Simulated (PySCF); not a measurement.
Run record: geometry optimisation, In(H2O)Cl3, `[OH2]->[In]([Cl])([Cl])[Cl]`.

Method: PBE0-D3(BJ)/def2-SVP geometry optimisation, gas phase, def2 core potentials past Kr (PySCF 2.14.0). Start geometry: GFN2-xTB. A driver script takes a list of jobs; this job's settings line and coordinates (Å) are shown.

Input:
```
{"job": {"xc": "PBE0", "basis": "def2-SVP", "d3": "d3bj", "grid": 1, "maxiter": 30, "shake": 0.03, "kind": "geom"}, "charge": 0, "multiplicity": 1}
In     0.149010    -0.202180    -1.089490
O      0.073690    -0.100080     1.375230
H     -0.844990    -0.257170     1.724930
H      0.514970     0.756080     1.724180
Cl     2.363490    -0.097480    -1.373580
Cl    -1.084110     1.890350    -1.194780
Cl    -1.080190    -2.091540    -1.235060
```

Output:
```
step   0  E = -1646.30246439  max force = 0.040518
step   1  E = -1646.31563802  max force = 0.009366
step   2  E = -1646.31622418  max force = 0.003066
step   3  E = -1646.31634873  max force = 0.002967
step   4  E = -1646.31637642  max force = 0.002276
step   5  E = -1646.31642464  max force = 0.001244
step   6  E = -1646.31648109  max force = 0.001628
step   7  E = -1646.31661148  max force = 0.002369
step   8  E = -1646.31651469  max force = 0.003038
step   9  E = -1646.31670948  max force = 0.002545
... (8 lines left out)
step  18  E = -1646.31868814  max force = 0.001302
step  19  E = -1646.31874768  max force = 0.000569
step  20  E = -1646.31879894  max force = 0.000824
step  21  E = -1646.31882636  max force = 0.001401
step  22  E = -1646.31883236  max force = 0.001191
step  23  E = -1646.31882667  max force = 0.000479
step  24  E = -1646.31881492  max force = 0.000177
step  25  E = -1646.31880662  max force = 0.000150
step  26  E = -1646.31881096  max force = 0.000149
step  27  E = -1646.31881303  max force = 0.000155
optimisation converged
```

Energies in Eh; «max force» is the largest Cartesian gradient component in Eh/bohr.

Task: Give the first gradient maximum in eV/Å.

Result: With 1 Eh/bohr = 51.422 eV/Å, 2.084 eV/Å.

Task: At which steps does the energy rise by more than 1e-5 Eh?

Result: At steps 8 (+0.10 mEh), 15 (+0.23 mEh) and 24 (+0.01 mEh).

Summary of the converged run: final energy -1646.31881 Eh after 27 steps; dipole 3.78 D.

Task: Where do the atoms end?

Result: 0.472 Å rms from the input after alignment:
```
atom  x, y, z in Å
In1    0.5469   -0.0115   -0.8375
O2    -0.2935   -0.0184    1.3025
H3    -0.8729   -0.7959    1.3399
H4    -0.8780    0.7554    1.3378
Cl5    2.8707   -0.0107   -0.7472
Cl6   -0.6405    1.9749   -1.2269
Cl7   -0.6409   -1.9957   -1.2372
```

Task: Estimate the wall time. Hardware: one thread of an Intel Xeon 6975P-C, shared host. And the peak memory of the process?

Result: About 1.7 min, with 0.42 GiB resident at the peak, the Python interpreter and its libraries included.
Labels such as C1 count atoms from 1, the log's own numbers from 0.
